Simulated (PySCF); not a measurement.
THF cation (C₄H₈O), SMILES C1CCOC1 (connectivity only; charge and spin as stated), charge +1, multiplicity 2. Geometry optimised at PBE0-D3(BJ)/def2-SVP. The spin state was assumed, not searched. The values are those of a single conformer.

Level of theory: PBE0-D3(BJ)/def2-SVP (PySCF).

Harmonic wavenumbers (cm⁻¹): 210, 236, 583, 641, 773, 795, 871, 901, 904, 947, 978, 1002, 1048, 1130, 1135, 1190, 1205, 1275, 1306, 1331, 1332, 1343, 1367, 1452, 1467, 2867, 2899, 3064, 3069, 3093, 3095, 3181, 3184. Rotational constants (GHz): 7.197, 7.090, 4.029; symmetry number 2.

Question: Work out the zero-point energy and the ideal-gas rigid-rotor harmonic-oscillator thermochemistry at 298.15 K and 1 atm.

Answer: ZPE = ½ Σ hcν = ½ × 49873 cm⁻¹ = 298.31 kJ/mol. H − E(el) = 313.46 kJ/mol. Entropy in J/(mol K): translation 162.10, rotation 98.26, vibration 26.67, spin 5.76, total 292.79. G − E(el) = 226.17 kJ/mol. Cp = 83.35 J/(mol K).
